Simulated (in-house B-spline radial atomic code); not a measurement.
A fraction x of an electron is removed from 3p in the potassium ion K³⁺, starting from [Ne] 3s2 3p4 and keeping the highest spin. Level of theory: scalar-relativistic (X2C) BP86, spin-polarised, spherical fractional occupations, Fermi nucleus of rms radius 3.4349 fm; calculated with an all-electron radial atomic-structure program (B-spline basis).

| x | E(x) - E(0) (eV) | 3p down level (eV) |
| --- | --- | --- |
| 0 | 0.0000 | -53.298 |
| 0.19 | 10.3981 | -56.159 |
| 0.26 | 14.3662 | -57.218 |
| 0.46 | 26.1132 | -60.255 |
| 0.5 | 28.5355 | -60.864 |
| 0.56 | 32.2148 | -61.779 |
| 0.73 | 42.9378 | -64.375 |
| 0.79 | 46.8278 | -65.293 |
| 0.88 | 52.7661 | -66.669 |
| 1 | 60.8764 | - |

The exact functional would give a straight line between the two integer points. Deviations E(x) - E(0) - x[E(1) - E(0)], in eV: -1.168 at x = 0.19, -1.462 at x = 0.26, -1.89 at x = 0.46, -1.903 at x = 0.5, -1.876 at x = 0.56, -1.502 at x = 0.73, -1.265 at x = 0.79, -0.805 at x = 0.88.

The curve lies below the straight line by up to 1.903 eV (at x = 0.5): convex, the delocalisation error that favours fractional charges.

How well does Slater's transition state (minus the level at half occupation) give the ionisation energy?

It gives 60.864 eV against 60.876 eV from the two total energies; NIST lists 60.92 eV, ground level to ground level.
